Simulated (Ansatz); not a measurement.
Redistribution: SiH(CH3)(OH)(SiH3) + Si(CH3)2(OH)(SiH3) → SiH(CH3)(SiH3)2 + Si(CH3)2(OH)2

Species: SiH(CH3)(OH)(SiH3), singlet; Si(CH3)2(OH)(SiH3), singlet; SiH(CH3)(SiH3)2, singlet; Si(CH3)2(OH)2 (dimethylsilanediol), singlet. The partners trade OH for SiH3; both sit on Si, so the bond types are kept.

Shapes, held fixed at every level: PBE0-D4/def2-TZVP. Flexible molecules stand in one conformer, not always the lowest. Programs: Ansatz 0.2.0. Electronic energies: no zero-point or thermal term.

Task: Estimate ΔE of this reaction.

Result: The highest level, CCSD(T)/CBS estimate, gives ΔE = -42.6 kJ/mol; the levels span -43.4 to -39.5. The column of differences is taken from that level and isn't an error. No measured value is set beside it here. The CBS estimate extrapolates MP2 from def2-TZVPP and def2-QZVPP and adds CCSD(T) − MP2 in the triple-zeta set, cores frozen.

```json
{"level": "PBE-D4/def2-TZVPP", "kind": "GGA", "ΔE (kJ/mol)": "-39.9", "less CCSD(T)/CBS estimate": "+2.7"}
{"level": "B3LYP-D4/def2-TZVPP", "kind": "global hybrid", "ΔE (kJ/mol)": "-39.5", "less CCSD(T)/CBS estimate": "+3.1"}
{"level": "wB97M-V/def2-TZVPP", "kind": "range-separated hybrid", "ΔE (kJ/mol)": "-42.4", "less CCSD(T)/CBS estimate": "+0.2"}
{"level": "wB97X-V/def2-TZVPP", "kind": "range-separated hybrid", "ΔE (kJ/mol)": "-40.3", "less CCSD(T)/CBS estimate": "+2.3"}
{"level": "MP2/def2-TZVPP", "kind": "perturbation theory", "ΔE (kJ/mol)": "-43.4", "less CCSD(T)/CBS estimate": "-0.8"}
{"level": "CCSD(T)/def2-TZVPP", "kind": "coupled cluster or CI", "ΔE (kJ/mol)": "-43.3", "less CCSD(T)/CBS estimate": "-0.7"}
{"level": "CCSD(T)/CBS estimate", "kind": "coupled cluster or CI", "ΔE (kJ/mol)": "-42.6", "less CCSD(T)/CBS estimate": "0.0"}
```
